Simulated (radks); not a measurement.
P10+, 5 electrons, occupied as [He] 2s1 2p1 3s1 (not the ground configuration). Method: Dirac Kohn-Sham, Wu-Cohen GGA, spin-unpolarised, spherical densities, point nucleus; open shells fill j = l - 1/2 first; computed with a radial shooting solver on a logarithmic mesh with Libxc functionals.

Unscreened Slater integrals over Kohn-Sham orbitals (cm^-1). Large and small components are both included. Empty in this configuration: 2p3/2.

integral           value
F0(3s1/2,3s1/2)   181970
F0(3s1/2,2p1/2)   237630
G1(3s1/2,2p1/2)    24637
F0(3s1/2,2s1/2)   232400
G0(3s1/2,2s1/2)    19515
F0(3s1/2,1s1/2)   271000
G0(3s1/2,1s1/2)    13589
F0(3s1/2,2p3/2)   237490
G1(3s1/2,2p3/2)    24612
F0(2p1/2,2p1/2)   513950
F0(2p1/2,2s1/2)   470820
G1(2p1/2,2s1/2)   268850
F0(2p1/2,1s1/2)   697920
G1(2p1/2,1s1/2)   122890
F0(2p1/2,2p3/2)   512970
G2(2p1/2,2p3/2)   244730
F0(2s1/2,2s1/2)   443390
F0(2s1/2,1s1/2)   621150
G0(2s1/2,1s1/2)    60118
F0(2s1/2,2p3/2)   470110
G1(2s1/2,2p3/2)   269150
F0(1s1/2,1s1/2)  2004700
F0(1s1/2,2p3/2)   694740
G1(1s1/2,2p3/2)   122270
F0(2p3/2,2p3/2)   511990
F2(2p3/2,2p3/2)   244840
